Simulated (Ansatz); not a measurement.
CH3AlFNO. Charge 0, multiplicity 1. The bonds changed during the relaxation, so this is another structure than the one it started from.

Cartesian coordinates in Å:
```
N 0.179 0.363 -0.873
C 0.528 -0.819 -0.470
F 1.179 -1.669 -1.226
O 0.220 -1.149 0.704
Al -0.596 0.591 0.902
H 0.404 0.673 -1.804
H 0.259 1.522 1.848
H -2.172 0.488 0.919
```

(1) List the harmonic frequencies (cm⁻¹, unscaled) at PBE0-D4/def2-TZVP in Ansatz. (An estimate is asked.)

(2) Is this a minimum?

(3) Give the ideal-gas thermochemistry at 298.15 K and 1 bar (rigid rotor, harmonic oscillator; point group Cs, symmetry number 1).

(4) Rotational constants (cm⁻¹)?

Results:

(1) Ansatz gave: 137, 337, 410, 468, 525, 584, 609, 644, 737, 763, 799, 1055, 1166, 1547, 1680, 1949, 1954, 3673.

(2) Yes, all 18 modes are real.

(3) Zero-point energy 113.9 kJ/mol; H(298) − E = 130.6 kJ/mol; entropy 308.1 J/(mol·K), of which translation 165.1, rotation 107.4, vibration 35.5; G(298) − E = 38.7 kJ/mol.

(4) 0.3851, 0.103, 0.08449.
